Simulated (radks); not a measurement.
Results of a calculation; reference values are marked as such.
Fractional charge and spin in the 4s shell of vanadium: the spin-up occupation runs from 0 to 1 and the spin-down occupation from 0 to 1; the fullest corner is V, [Ar] 3d(up 1.5, down 1.5) 4s(up 1, down 1). Code: a radial shooting solver on a logarithmic mesh with Libxc functionals. Model: scalar-relativistic Kohn-Sham, PBE, spin-polarised, spherical densities, point nucleus. Energy (eV) minus the two flat planes that join the four corners (they meet along the diagonal where the two added fractions sum to one electron); zero is where a piecewise linear energy would lie.

down \ up,0,0.25,0.5,0.75,1
0,0.000,-0.610,-0.808,-0.603,0.000
0.25,-0.610,-0.740,-0.472,0.186,-0.535
0.5,-0.808,-0.472,0.248,-0.416,-0.708
0.75,-0.603,0.186,-0.416,-0.652,-0.526
1,0.000,-0.535,-0.708,-0.526,0.000

Corners above the fullest one (they belong to V+ and the next ion): (up 1, down 0) 7.487 eV, (up 0, down 1) 7.487 eV, (up 0, down 0) 22.031 eV. With half an added electron in each spin the energy lies 0.248 eV from the planes, and with half an added electron in spin up alone -0.808 eV. The planes are only a guide here: the flat-plane condition holds for ground states with one frontier orbital, while other shells are open and held unpolarised.
